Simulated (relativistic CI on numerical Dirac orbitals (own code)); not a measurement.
# Radial parameters of As XXVII

Method of calculation: Dirac-Coulomb-Breit CI, separate exchange-only KLI orbitals for each configuration, a model potential for QED, unscaled Slater integrals (own radial code, finite nucleus).

Slater integrals F^k, G^k are unscaled and averaged over j, outside the closed core 1s2; ζ comes from projecting the Hamiltonian with its Breit term on Σ l·s of the shell.

- 2s²2p³: F^2(2p,2p) = 574770, ζ(2p) = 214430 cm⁻¹; <r>(2p) = 0.1658, <r^2>(2p) = 0.0333 (bohr units).
- 2s2p⁴: F^2(2p,2p) = 573290, G^1(2s,2p) = 615690, ζ(2p) = 212830 cm⁻¹; <r>(2s) = 0.1925, <r^2>(2s) = 0.04348, <r>(2p) = 0.1662, <r^2>(2p) = 0.03347 (bohr units).
- 2p⁵: ζ(2p) = 211270 cm⁻¹; <r>(2p) = 0.1668, <r^2>(2p) = 0.0337 (bohr units).

Averages of the first 10 configurations, taken without configuration mixing, which lowers the lowest level and can move excited configurations by several eV; other configurations of the list can lie among them:

```tsv
Configuration	Parity	States	Average energy above the lowest level (eV)
2s²2p³	odd	20	45.0
2s2p⁴	even	30	196.4
2p⁵	odd	6	372.5
2p⁴3s	even	30	1896.9
2p⁴3p	odd	90	1938.8
2p⁴3d	even	150	1984.6
2s²2p²3s	even	30	1602.0
2s²2p²3p	odd	90	1647.5
2s²2p²3d	even	150	1693.7
2s2p³3s	odd	80	1737.0
```
